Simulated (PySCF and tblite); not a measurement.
Values are calculated unless marked as measured or tabulated.
C₁₀H₁₀O₄, numbered as in [c:1]1([O:2][CH3:3])[cH:4][o:5][c:6](-[c:8]2[o:9][cH:10][c:11]([O:12][CH3:13])[cH:14]2)[cH:7]1.

Search: ETKDG and KDG, MMFF94s, GFN2-xTB, 200 starts; geometries at GFN2-xTB. Free energies are PBE0-D3(BJ)/pcSseg-1 single points with GFN2-xTB rigid-rotor and vibrational terms (modes under about 100 cm⁻¹ blended into free rotors). Symmetry numbers and mirror images are counted. Conformers within 2.5 kcal/mol (GFN2-xTB free energy) were kept, 7 at most. GIAO shieldings: PBE0/pcSseg-1. Shifts are against TMS (¹H), TMS (¹³C) at the same level. (PySCF 2.14, tblite 0.8.)

Torsions listed: C4–C1–O2–C3, O5–C6–C8–O9, C10–C11–O12–C13.

| conformer | shape | symmetry | E(GFN2) kcal/mol | E(DFT) kcal/mol |
| --- | --- | --- | --- | --- |
| 1 | 0°, 180°, 0° | C2h | 0.00 | 0.00 |
| 2 | 180°, 180°, 0° | Cs | 0.59 | 1.16 |
| 3 | 0°, 0°, 0° | C2v | 0.91 | 1.77 |
| 4 | 180°, 180°, 180° | C2h | 1.09 | 2.26 |
| 5 | 180°, 0°, 0° | Cs | 1.50 | 3.04 |

Not shown: 1 more, 0.1 % in all.

(1) How much do the weights at 298.15 K and the averaged shift of C7/C14 depend on how the conformers are weighted?

Answers

(1) 
| weighting | 1 (%) | 2 (%) | 3 (%) | 4 (%) | 5 (%) | δ (ppm) | rms dipole (D) |
| --- | --- | --- | --- | --- | --- | --- | --- |
| DFT energy with thermal terms, symmetry and mirror images (full scheme) | 70 | 23 | 4 | 2 | 1 | 105.3 | 1.31 |
| DFT energy with symmetry and mirror images | 73 | 21 | 4 | 2 | 1 | 105.4 | 1.23 |
| bare DFT energy | 82 | 12 | 4 | 2 | 0 | 105.7 | 0.93 |
| GFN2-xTB energy with symmetry and mirror images | 44 | 32 | 9 | 7 | 7 | 104.3 | 1.66 |
| GFN2-xTB free energy | 40 | 35 | 9 | 8 | 7 | 104.1 | 1.73 |
| leading conformer alone | 100 | 0 | 0 | 0 | 0 | 106.3 | 0.01 |
| equal weights | 17 | 17 | 17 | 17 | 17 | 102.5 | 2.13 |
| full scheme, search stopped after three starts | 99 | 0 | 0 | 0 | 1 | 106.2 | 0.26 |

The largest departure from the full scheme, 2.8 ppm, comes with: equal weights.


Conformer gaps in pcSseg-1 on xTB geometries can be 2 kcal/mol off for S=O, P=O and other polar bonds.